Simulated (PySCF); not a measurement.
## ICl from Hartree–Fock to correlated methods

State: ¹Σ⁺ (singlet), closed shell. Set-up: PySCF, scalar-relativistic core potentials, basis sets I def2-TZVPP with ECP28, Cl def2-TZVPP. De refers to I + Cl in their high-spin ground configurations, without counterpoise correction. A positive dipole means I(−)Cl(+).

```tsv
Level	Re (Å)	ωe (cm⁻¹)	De (eV)	μ (D)	CPU s a point (SCF and correlation, without the integrals)
RHF	2.309	420	0.82	-1.31	0.63
RHF-MP2	2.307	407	2.36	n/a	1.1
RHF-SCS-MP2	2.320	397	2.22	n/a	n/a
RHF-CCSD	2.322	396	2.01	n/a	n/a
RHF-CCSD(T)	2.331	385	2.17	n/a	27
PBE	2.340	376	2.63	-1.11	1.7
BP86	2.347	371	2.57	-1.12	1.1
r²SCAN	2.326	388	2.40	-1.12	2.7
PBE0	2.312	401	2.40	-1.13	4.4
r²SCAN0	2.306	407	2.21	-1.13	3
M06-2X	2.317	404	2.11	-1.26	3.1
LC-ωPBE	2.289	427	2.16	-1.22	2.5
B2PLYP	2.330	388	2.25	-1.27	2.7
```

Q: Which functional lies closest to RHF-CCSD(T) in De, which farthest, and by how much do they differ from it?

A: Closest is LC-ωPBE (-4.2 pm in Re, +10.9 % in ωe, -0.01 eV in De against RHF-CCSD(T) in the same basis), farthest PBE (+0.9 pm in Re, -2.3 % in ωe, +0.46 eV in De). CCSD(T) converges more slowly with the basis than the functionals do and binds too weakly in this one, so the order can change at the basis-set limit.

Q: What does a quarter of exact exchange do here, going from PBE to PBE0?

A: PBE0 less PBE: -2.8 pm in Re, +6.6 % in ωe, -0.23 eV in De. Exact exchange removes part of the self-interaction that spreads semilocal densities, and in most molecules shortens and stiffens the bond and lowers De; so it does here.

Q: What does a quarter of exact exchange do here, going from r²SCAN to r²SCAN0?

A: r²SCAN0 less r²SCAN: -2.0 pm in Re, +4.9 % in ωe, -0.19 eV in De. Exact exchange removes part of the self-interaction that spreads semilocal densities, and in most molecules shortens and stiffens the bond and lowers De; so it does here.

Correlated steps freeze 9 core orbitals. These are scalar-relativistic numbers at best; spin–orbit coupling would shift them, the dissociation energy most. Where the molecule has an RHF reference, its open-shell atoms are computed with UHF. B2PLYP dipoles, levels and charges come from its SCF part alone.

The whole job (state search and all levels along the bond) took about 9.5 min on 1 thread of Arm Neoverse V1 (shared host), peak memory 2.1 GiB.
